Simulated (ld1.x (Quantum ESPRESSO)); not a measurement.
Building the ultrasoft potential for chlorine (Cl) (PBE, non-relativistic).

ld1.x (Quantum ESPRESSO) 7.5 was run on this input:

```
&input
   title='Cl', zed=17., rel=0, dft='PBE', iswitch=3,
   config='[Ne] 3s2 3p5 3d-2',
   nld=3, rlderiv=1.90, eminld=-4.0, emaxld=5.0, deld=0.02
 /
 &inputp
   pseudotype=3, tm=.true., lloc=-2, rcloc=1.70,
   nlcc=.false.,
   which_augfun='PSQ', rmatch_augfun=1.05,
   file_pseudopw='Cl.UPF', file_wfcaegen='ae.wfc', file_wfcncgen='nc.wfc', file_beta='beta', file_chi='chi', file_wfcusgen='us.wfc'
 /
6
3S  1  0   2.00   0.00  1.25  1.50  0.0
3S  1  0   0.00  -1.20  1.25  1.50  0.0
3P  2  1   5.00   0.00  1.10  1.40  0.0
3P  2  1   0.00   0.10  1.10  1.40  0.0
3D  3  2  -2.00  -0.10  1.35  1.75  0.0
3D  3  2  -2.00   2.25  1.35  1.75  0.0
 &test
   configts(1)='3s2 3p5'
 /
```

Command:

```bash
ld1.x < Cl.in > Cl.out
```

Output (shortened: banner, matrices, multipoles, cross overlaps and the repeated all-electron block are left out):

```
Program LD1 v.7.5
     --------------------------- All-electron run ----------------------------

     Cl

     atomic number is 17.00
     dft =PBE   lsd =0 sic =0 latt =0  beta=0.20 tr2=1.0E-14
     Exchange-correlation= PBE
                           (   1   4   3   4   0   0   0)
     mesh =1157 r(mesh) = 101.16842 a.u. xmin = -7.00 dx = 0.01250
     1 Ry =  13.60569312 eV

     n l     nl                  e(Ry)          e(Ha)          e(eV)
     1 0     1S 1( 2.00)      -201.4222      -100.7111     -2740.4882
     2 0     2S 1( 2.00)       -18.4465        -9.2232      -250.9770
     2 1     2P 1( 6.00)       -14.0802        -7.0401      -191.5712
     3 0     3S 1( 2.00)        -1.5088        -0.7544       -20.5289
     3 1     3P 1( 5.00)        -0.6328        -0.3164        -8.6096

     final scf error:  2.8E-15 reached in  29 iterations

     Etot =    -919.926989 Ry,    -459.963495 Ha,  -12516.244314 eV

     Ekin =     918.796632 Ry,     459.398316 Ha,   12500.865014 eV
     Encl =   -2188.691798 Ry,   -1094.345899 Ha,  -29778.668944 eV
     Eh   =     405.901845 Ry,     202.950922 Ha,    5522.575937 eV
     Exc  =     -55.933668 Ry,     -27.966834 Ha,    -761.016320 eV

     normalization and overlap integrals

     s(1S/1S) =  1.000000  <r> =   0.0914  <r2> =    0.0112  r(max) =   0.0596
     s(2S/2S) =  1.000000  <r> =   0.4463  <r2> =    0.2367  r(max) =   0.3649
     s(2P/2P) =  1.000000  <r> =   0.4076  <r2> =    0.2070  r(max) =   0.3025
     s(3S/3S) =  1.000000  <r> =   1.5418  <r2> =    2.7674  r(max) =   1.2895
     s(3P/3P) =  1.000000  <r> =   1.8440  <r2> =    4.1038  r(max) =   1.4252

     ------------------------ End of All-electron run ------------------------

     --------------------- Generating US pseudopotential ---------------------

      Generating local potential from pseudized AE potential:
      Matching radius rcloc =   1.7000
      Enforcing V''(0)=0 (lloc=-2)

      Local pseudo, rcloc= 1.719 Estimated cut-off energy=    10.61 Ry
      Wfc-us  3S rcutus= 1.517  Estimated cut-off energy=    20.36 Ry
      Wfc-us  3S rcutus= 1.517  Estimated cut-off energy=    20.98 Ry
      Wfc-us  3P rcutus= 1.407  Estimated cut-off energy=    37.67 Ry
      Wfc-us  3P rcutus= 1.407  Estimated cut-off energy=    38.96 Ry
      Wfc-us  3D rcutus= 1.763  Estimated cut-off energy=    34.16 Ry
      Wfc-us  3D rcutus= 1.763  Estimated cut-off energy=    40.83 Ry

     Q pseudized with Bessel functions
     Expected ecutrho=     349.0284 due to l1=  2   l2=  2

     ------------------- End of pseudopotential generation -------------------

     Computing logarithmic derivative in   1.91182
     Computing logarithmic derivative in   1.91182
     Computing the partial wave expansion
     R is outside the sphere for l=    0 j= 0.00
     R is outside the sphere for l=    0 j= 0.00
     R is outside the sphere for l=    1 j= 0.00
     R is outside the sphere for l=    1 j= 0.00
     R is outside the sphere for l=    2 j= 0.00
     R is outside the sphere for l=    2 j= 0.00

     ---------------------- Testing the pseudopotential ----------------------

     Cl

     atomic number is 17.00   valence charge is  7.00
     dft =PBE   lsd =0 sic =0 latt =0  beta=0.20 tr2=1.0E-14
     mesh =1157 r(mesh) = 101.16842 xmin = -7.00 dx = 0.01250

     n l     nl             e AE (Ry)        e PS (Ry)    De AE-PS (Ry)
     1 0     3S   1( 2.00)       -1.50885       -1.50885        0.00000
     2 1     3P   1( 5.00)       -0.63279       -0.63279        0.00000

     eps = 2.7E-24  iter =  1

     Etot =    -919.926989 Ry,    -459.963495 Ha,  -12516.244314 eV
     Etotps =   -29.845186 Ry,     -14.922593 Ha,    -406.064440 eV

     Ekin =      11.878096 Ry,       5.939048 Ha,     161.609727 eV
     Encl =     -60.320636 Ry,     -30.160318 Ha,    -820.704057 eV
     Ehrt =      25.310890 Ry,      12.655445 Ha,     344.372209 eV
     Ecxc =      -5.637719 Ry,      -2.818859 Ha,     -76.705069 eV
     Epseu=      -1.075818 Ry,      -0.537909 Ha,     -14.637250 eV

     ---------------------- End of pseudopotential test ----------------------
```

Generation and configuration tests took about 1.2 s on one core of a shared server CPU.

Transferability test of the new file with ld1.x, input:

```
&input
   title='Cl', zed=17., rel=0, dft='PBE', iswitch=2,
   config='[Ne] 3s2 3p5 3d-2'
 /
 &test
   file_pseudo='Cl.UPF', nconf=8,
   configts(1)='3s2 3p5',
   configts(2)='3s2 3p4',
   configts(3)='3s2 3p3',
   configts(4)='3s2 3p2',
   configts(5)='3s2 3p4.5',
   configts(6)='3s2 3p1',
   configts(7)='3s2 3p5.3',
   configts(8)='3s1 3p6'
 /
```

```bash
ld1.x < Cl.test.in > Cl.test.out
```

Pseudopotential blocks of its output, shortened (energy terms left out):

```
     ---------------------- Testing the pseudopotential ----------------------

     n l     nl             e AE (Ry)        e PS (Ry)    De AE-PS (Ry)
     1 0     3S   1( 2.00)       -1.50885       -1.50885        0.00000
     2 1     3P   1( 5.00)       -0.63279       -0.63279        0.00000

     eps = 1.6E-18  iter =  1

     Etot =    -919.926989 Ry,    -459.963495 Ha,  -12516.244314 eV
     Etotps =   -29.845186 Ry,     -14.922593 Ha,    -406.064440 eV

     ---------------------- End of pseudopotential test ----------------------

          ---------------------- Testing the pseudopotential ----------------------

     n l     nl             e AE (Ry)        e PS (Ry)    De AE-PS (Ry)
     1 0     3S   1( 2.00)       -2.34589       -2.34596        0.00007
     2 1     3P   1( 4.00)       -1.42869       -1.42867       -0.00002

     eps = 7.1E-15  iter = 13

     Etot =    -918.906069 Ry,    -459.453035 Ha,  -12502.353985 eV
     Etotps =   -28.824265 Ry,     -14.412133 Ha,    -392.174110 eV
     dEtot_ae =       1.020920 Ry
     dEtot_ps =       1.020920 Ry,   Delta E=      -0.000000 Ry

     ---------------------- End of pseudopotential test ----------------------

          ---------------------- Testing the pseudopotential ----------------------

     n l     nl             e AE (Ry)        e PS (Ry)    De AE-PS (Ry)
     1 0     3S   1( 2.00)       -3.28685       -3.28682       -0.00003
     2 1     3P   1( 3.00)       -2.32930       -2.32894       -0.00036

     eps = 8.7E-15  iter = 17

     Etot =    -917.034863 Ry,    -458.517431 Ha,  -12476.894922 eV
     Etotps =   -26.953205 Ry,     -13.476603 Ha,    -366.717036 eV
     dEtot_ae =       2.892127 Ry
     dEtot_ps =       2.891981 Ry,   Delta E=       0.000146 Ry

     ---------------------- End of pseudopotential test ----------------------

          ---------------------- Testing the pseudopotential ----------------------

     n l     nl             e AE (Ry)        e PS (Ry)    De AE-PS (Ry)
     1 0     3S   1( 2.00)       -4.31114       -4.31038       -0.00076
     2 1     3P   1( 2.00)       -3.31573       -3.31417       -0.00156

     eps = 5.4E-15  iter = 20

     Etot =    -914.218889 Ry,    -457.109444 Ha,  -12438.581649 eV
     Etotps =   -24.138088 Ry,     -12.069044 Ha,    -328.415413 eV
     dEtot_ae =       5.708101 Ry
     dEtot_ps =       5.707098 Ry,   Delta E=       0.001002 Ry

     ---------------------- End of pseudopotential test ----------------------

          ---------------------- Testing the pseudopotential ----------------------

     n l     nl             e AE (Ry)        e PS (Ry)    De AE-PS (Ry)
     1 0     3S   1( 2.00)       -1.91256       -1.91261        0.00004
     2 1     3P   1( 4.50)       -1.01602       -1.01602        0.00001

     eps = 8.9E-15  iter = 12

     Etot =    -919.516105 Ry,    -459.758052 Ha,  -12510.653942 eV
     Etotps =   -29.434301 Ry,     -14.717150 Ha,    -400.474065 eV
     dEtot_ae =       0.410885 Ry
     dEtot_ps =       0.410885 Ry,   Delta E=      -0.000000 Ry

     ---------------------- End of pseudopotential test ----------------------

          ---------------------- Testing the pseudopotential ----------------------

     n l     nl             e AE (Ry)        e PS (Ry)    De AE-PS (Ry)
     1 0     3S   1( 2.00)       -5.40417       -5.40115       -0.00303
     2 1     3P   1( 1.00)       -4.37434       -4.36966       -0.00467

     eps = 9.8E-16  iter = 13

     Etot =    -910.379323 Ry,    -455.189661 Ha,  -12386.341690 eV
     Etotps =   -20.301399 Ry,     -10.150699 Ha,    -276.214600 eV
     dEtot_ae =       9.547667 Ry
     dEtot_ps =       9.543787 Ry,   Delta E=       0.003880 Ry

     ---------------------- End of pseudopotential test ----------------------

          ---------------------- Testing the pseudopotential ----------------------

     n l     nl             e AE (Ry)        e PS (Ry)    De AE-PS (Ry)
     1 0     3S   1( 2.00)       -1.28326       -1.28324       -0.00002
     2 1     3P   1( 5.30)       -0.41918       -0.41917       -0.00001

     eps = 3.1E-15  iter = 11

     Etot =    -920.084454 Ry,    -460.042227 Ha,  -12518.386723 eV
     Etotps =   -30.002648 Ry,     -15.001324 Ha,    -408.206817 eV
     dEtot_ae =      -0.157464 Ry
     dEtot_ps =      -0.157462 Ry,   Delta E=      -0.000002 Ry

     ---------------------- End of pseudopotential test ----------------------

          ---------------------- Testing the pseudopotential ----------------------

     n l     nl             e AE (Ry)        e PS (Ry)    De AE-PS (Ry)
     1 0     3S   1( 1.00)       -1.55591       -1.55588       -0.00004
     2 1     3P   1( 6.00)       -0.67205       -0.67209        0.00004

     eps = 4.9E-15  iter =  9

     Etot =    -919.046960 Ry,    -459.523480 Ha,  -12504.270900 eV
     Etotps =   -28.965194 Ry,     -14.482597 Ha,    -394.091546 eV
     dEtot_ae =       0.880030 Ry
     dEtot_ps =       0.879991 Ry,   Delta E=       0.000038 Ry

     ---------------------- End of pseudopotential test ----------------------
```
